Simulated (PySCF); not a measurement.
C5H9ClSi2.
Structure used (PBE0-D3(BJ)/def2-SVP), in Å, numbered top down from 1:
```xyz
17
C5H9ClSi2 angstrom
Cl    -3.067    2.339   -0.216
C     -3.789    0.776    0.280
Si    -2.413   -0.525    0.450
C     -1.195    0.066    1.738
C     -0.004    0.621    1.442
Si     0.662    0.830   -0.298
C     -0.375   -0.164   -1.503
C     -1.566   -0.716   -1.205
H     -4.530    0.490   -0.481
H     -4.322    0.936    1.229
H     -3.074   -1.801    0.873
H     -1.488   -0.011    2.795
H      0.627    0.975    2.271
H      0.678    2.275   -0.686
H      2.081    0.353   -0.349
H      0.025   -0.304   -2.518
H     -2.091   -1.283   -1.989
```

Level of theory: TDDFT CAM-B3LYP/def2-SVPD, vertical, gas phase, core orbitals frozen in the response in PySCF.

Each state is given a Gaussian of 0.5 eV full width at half maximum, with ε(max) = 2.175×10⁸ f / Δν̃ (Δν̃ the width in cm⁻¹). The width is an assumption, not a result. The curve ends short of the highest state used, and states not computed would add to its high-energy end.

```csv
λ (nm),ε (L mol⁻¹ cm⁻¹)
186.7,9210
189.6,11635
192.6,13783
195.6,13900
198.6,11724
201.6,8341
204.6,5113
207.6,2794
210.6,1429
213.5,745
216.5,400
219.5,232
222.5,143
225.5,91
228.5,58
231.5,36
234.5,21
237.5,12
240.4,6
243.4,3
246.4,2
249.4,1
252.4,0
255.4,0
```

(1) Locate the maxima and give the states behind the curve.

(2) On this curve, what absorbance would a 10⁻⁵ mol/L sample give at 193 nm over a 1 cm path?

(3) Coming from long wavelengths, where does ε first pass 100 L mol⁻¹ cm⁻¹?

Results:

(1) 194 nm (6.38 eV), ε about 14000, made up of S4 (95%) (ε in L mol⁻¹ cm⁻¹; maxima over ε = 5, shares over 10%). The states used: S1 5.60 eV (f 0.0010); S2 5.94 eV (f 0.0065); S3 6.23 eV (f 0.0000); S4 6.37 eV (f 0.250); S5 6.61 eV (f 0.0003); S6 6.74 eV (f 0.048); S7 6.87 eV (f 0.0022); S8 7.11 eV (f 0.0018); S9 7.17 eV (f 0.390); S10 7.24 eV (f 0.013).

(2) 193 nm is 6.424 eV, where ε is about 14000 L mol⁻¹ cm⁻¹, so A = ε c l ≈ 0.14 (Beer–Lambert, with the gas-phase spectrum and the assumed width).

(3) At about 225 nm (5.51 eV), 0.09 eV below S1.

The vertical ionisation energy (ΔSCF) is 9.70 eV, 2.46 eV above S10.

One conformer stands for the species.
